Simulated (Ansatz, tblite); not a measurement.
Spin states of the cluster Ga3P2 (the lowest doublet isomer of a short search), each relaxed with PBE0-D4/def2-SVP in Ansatz. Electronic energies in the gas phase.

The xTB rows come from tblite. Correlated methods freeze 37 core orbitals; core or outer-core shells of Ga are correlated, in sets that lack core-valence functions. The rows differ in basis, and correlated rows in double-zeta sets carry the largest basis error. The structure comes from a short search, and lower isomers may exist.

Doublet geometry (Cs within 0.1 Å):

Cartesian coordinates in Å:
```
Ga -0.3938 -1.9544 -0.5091
Ga -0.6682 -0.2338 1.6500
Ga -0.5787 1.9746 -0.0275
P 1.3559 0.0196 0.3608
P 0.2847 0.1941 -1.4742
```

Quartet geometry (C2 within 0.1 Å):

```xyz
5

Ga   -1.9791    0.6034   -0.9369
Ga   -0.8370   -0.0603    1.4054
Ga    1.7895   -0.6170    1.2552
P     0.4398   -0.9876   -0.9495
P     0.5867    1.0614   -0.7743
```

⟨S²⟩: doublet 0.76 at PBE0-D4/def2-TZVP (pure 0.75), quartet 3.78 at PBE0-D4/def2-TZVP (pure 3.75).

Run but left out: HF/STO-3G, MP2/def2-SVP, MP2/def2-TZVP (doublet: ⟨S²⟩ 0.92 to 2.99, where a pure state has 0.75).

Only these spin states were relaxed. The quartet has other bonds than the doublet, so the gap mixes isomer and spin.

```json
{"level": "GFN1-xTB", "quartet − doublet (kJ/mol)": "159.5", "lowest of these": "doublet", "remarks": "–"}
{"level": "HF/def2-SVP", "quartet − doublet (kJ/mol)": "36.8", "lowest of these": "doublet", "remarks": "spin-contaminated (⟨S²⟩ 0.92) (doublet), spin-contaminated (⟨S²⟩ 3.97) (quartet)"}
{"level": "HF/def2-TZVP", "quartet − doublet (kJ/mol)": "32.2", "lowest of these": "doublet", "remarks": "spin-contaminated (⟨S²⟩ 0.93) (doublet), spin-contaminated (⟨S²⟩ 3.99) (quartet)"}
{"level": "r2SCAN-D4/def2-TZVP", "quartet − doublet (kJ/mol)": "95.4", "lowest of these": "doublet", "remarks": "–"}
{"level": "r2SCANh-D4/def2-TZVP", "quartet − doublet (kJ/mol)": "92.5", "lowest of these": "doublet", "remarks": "–"}
{"level": "PBE0-D4/def2-TZVP", "quartet − doublet (kJ/mol)": "94.3", "lowest of these": "doublet", "remarks": "–"}
{"level": "CCSD/def2-SVP", "quartet − doublet (kJ/mol)": "88.7", "lowest of these": "doublet", "remarks": "spin-contaminated (⟨S²⟩ 0.92) (doublet), spin-contaminated (⟨S²⟩ 3.97) (quartet)"}
{"level": "CCSD(T)/def2-SVP", "quartet − doublet (kJ/mol)": "99.4", "lowest of these": "doublet", "remarks": "spin-contaminated (⟨S²⟩ 0.92) (doublet), spin-contaminated (⟨S²⟩ 3.97) (quartet)"}
```

Change of the quartet − doublet gap on mixing in exact exchange, in kJ/mol: r2SCAN to r2SCANh (10 % exact exchange) -2.9.

The xTB methods have no term that favours high spin, so they put low spin too low.
